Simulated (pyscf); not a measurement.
Optimised with ωB97X-D3(BJ)/def2-SVP in PySCF. Correlated levels are frozen-core, on RHF or UHF. ΔMP2 is the change of the MP2 total energy from the triple- to the quadruple-zeta basis.

Estimate the classical barrier height and the reaction energy of H₃C–CH⁺–CH₂–CH₃ (SMILES C[CH+]CC) -> H₃C–C⁺(CH₃)–CH₃ (SMILES C[C+](C)C) at CCSD(T)/def2-TZVPP + ΔMP2(QZVPP). The step runs on the singlet surface, breaks C–C, C–H and forms C–H, C–C; take the reactant's lowest minimum found as zero.

ΔE‡ = 18.9 kcal/mol, ΔE = -14.1 kcal/mol. Zero-point energy shifts the barrier by +0.3 kcal/mol. It is a concerted two-bond exchange, with an imaginary mode of 400i cm⁻¹. This is the saddle that the search found; another between the same sides may lie lower. The CCSD(T) − MP2 part came from Ansatz, without density fitting, on the same reference.
